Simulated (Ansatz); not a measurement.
Calculated with Ansatz (gas phase, PBE0-D4/def2-TZVP geometries, no zero-point term in ΔE). CBS: MP2 limit from def2 TZ/QZ plus the TZ coupled-cluster correction, frozen cores. Functionals use def2-TZVPP. For Br outer-core shells are correlated without core-valence functions, which leaves a few kJ/mol of doubt a bond. Scalar relativity is left out up to krypton. One conformer a species, not always the lowest.

Reaction (cleavage of the Si–Si bond): `CC[SiH](N)[SiH3]` + `CO[SiH](O)Br` → `CO[SiH](Br)O[SiH3]` + `CC[SiH2]N`

CCSD(T)/CBS gives -107.2 kJ/mol.

Q: Another level gave -119.5 kJ/mol. Which?
A. B2PLYP/def2-TZVPP
B. r2SCAN-D4/def2-TZVPP
C. SCS-MP2/def2-TZVPP
D. ωB97X-V/def2-TZVPP

A: C. SCS-MP2/def2-TZVPP -119.5, ωB97X-V -104.1, B2PLYP -111.7, r2SCAN-D4 -98.8 kJ/mol.

Largest T1 diagnostic among the species: 0.011.

In def2-TZVPP, CCSD(T) changes the Hartree–Fock value by +30.7 kJ/mol (the triples alone add +4.5 kJ/mol) and MP2 by +23.9 kJ/mol. From PBE to PBE0 (25 % exact exchange), in def2-TZVPP and without D4, ΔE moves by −9.7 kJ/mol.
